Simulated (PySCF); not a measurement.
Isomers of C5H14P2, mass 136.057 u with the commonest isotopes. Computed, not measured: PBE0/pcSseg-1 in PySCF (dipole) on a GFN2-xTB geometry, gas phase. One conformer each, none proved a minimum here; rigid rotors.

**Question.** Order these by rotational constant B, smallest first.
A. `[CH3:1][PH:2][CH2:3][CH2:4][P:5]([CH3:6])[CH3:7]` with C1–P2–C3–C4 -74°, P2–C3–C4–P5 -24°, C3–C4–P5–C6 -174°
B. `[CH3:1][CH:2]([CH3:3])[PH:4][CH2:5][CH2:6][PH2:7]` with C1–C2–P4–C5 -170°, C2–P4–C5–C6 -165°, P4–C5–C6–P7 -26°, C5–C6–P7–H -70° and -163°
C. `[CH3:1][P:2]([PH2:3])[C:4]([CH3:5])([CH3:6])[CH3:7]` with C1–P2–P3–H -68° and -159°
D. `[CH3:1][P:2]([CH3:3])[CH2:4][P:5]([CH3:6])[CH3:7]` with C1–P2–C4–P5 -172°, P2–C4–P5–C6 -72°
E. `[CH3:1][CH2:2][P:3]([CH3:4])[CH2:5][CH2:6][PH2:7]` with C1–C2–P3–C4 -77°, C2–P3–C5–C6 -80°, P3–C5–C6–P7 -178°, C5–C6–P7–H 168° and 75°

**Answer.** E (700.1 MHz), B (865.3 MHz), D (921.7 MHz), A (1131 MHz), C (1391 MHz).

**Question.** Order these by radius of gyration √(Σ m r²/M), largest first.
A. `[CH3:1][CH:2]([CH3:3])[PH:4][CH2:5][CH2:6][PH2:7]` with C1–C2–P4–C5 -170°, C2–P4–C5–C6 -165°, P4–C5–C6–P7 -26°, C5–C6–P7–H -70° and -163°
B. `[CH3:1][P:2]([PH2:3])[C:4]([CH3:5])([CH3:6])[CH3:7]` with C1–P2–P3–H -68° and -159°
C. `[CH3:1][PH:2][CH2:3][CH2:4][P:5]([CH3:6])[CH3:7]` with C1–P2–C3–C4 -74°, P2–C3–C4–P5 -24°, C3–C4–P5–C6 -174°
D. `[CH3:1][CH2:2][P:3]([CH3:4])[CH2:5][CH2:6][PH2:7]` with C1–C2–P3–C4 -77°, C2–P3–C5–C6 -80°, P3–C5–C6–P7 -178°, C5–C6–P7–H 168° and 75°
E. `[CH3:1][P:2]([CH3:3])[CH2:4][P:5]([CH3:6])[CH3:7]` with C1–P2–C4–P5 -172°, P2–C4–P5–C6 -72°

**Answer.** D (2.486 Å), A (2.261 Å), E (2.154 Å), C (2.008 Å), B (1.942 Å).

**Question.** Order these by out-of-plane moment Σ m c² = (Ia + Ib − Ic)/2, smallest first.
A. `[CH3:1][CH:2]([CH3:3])[PH:4][CH2:5][CH2:6][PH2:7]` with C1–C2–P4–C5 -170°, C2–P4–C5–C6 -165°, P4–C5–C6–P7 -26°, C5–C6–P7–H -70° and -163°
B. `[CH3:1][P:2]([PH2:3])[C:4]([CH3:5])([CH3:6])[CH3:7]` with C1–P2–P3–H -68° and -159°
C. `[CH3:1][CH2:2][P:3]([CH3:4])[CH2:5][CH2:6][PH2:7]` with C1–C2–P3–C4 -77°, C2–P3–C5–C6 -80°, P3–C5–C6–P7 -178°, C5–C6–P7–H 168° and 75°
D. `[CH3:1][P:2]([CH3:3])[CH2:4][P:5]([CH3:6])[CH3:7]` with C1–P2–C4–P5 -172°, P2–C4–P5–C6 -72° (bis(dimethylphosphino)methane)
E. `[CH3:1][PH:2][CH2:3][CH2:4][P:5]([CH3:6])[CH3:7]` with C1–P2–C3–C4 -74°, P2–C3–C4–P5 -24°, C3–C4–P5–C6 -174°

**Answer.** A (24.88 u·Å²), C (30.17 u·Å²), B (73.46 u·Å²), E (77.75 u·Å²), D (79.56 u·Å²).

| SMILES | point group | Ia (u·Å²) | Ib (u·Å²) | Ic (u·Å²) | κ | μa (D) | μb (D) | μc (D) |
| --- | --- | --- | --- | --- | --- | --- | --- | --- |
| CCP(C)CCP | C1 | 149.00 | 721.84 | 810.50 | -0.94 | 0.72 | 0.02 | 0.16 |
| CC(C)PCCP | C1 | 136.11 | 584.06 | 670.40 | -0.92 | 0.58 | 1.83 | 0.58 |
| CP(P)C(C)(C)C | C1 | 223.22 | 363.21 | 439.52 | -0.57 | 0.63 | 0.41 | 0.37 |
| CPCCP(C)C | C1 | 179.79 | 446.71 | 470.99 | -0.93 | 0.50 | 0.22 | 1.48 |
| CP(C)CP(C)C | C2 | 162.65 | 548.29 | 551.83 | -0.99 | 0.00 | 1.47 | 0.01 |
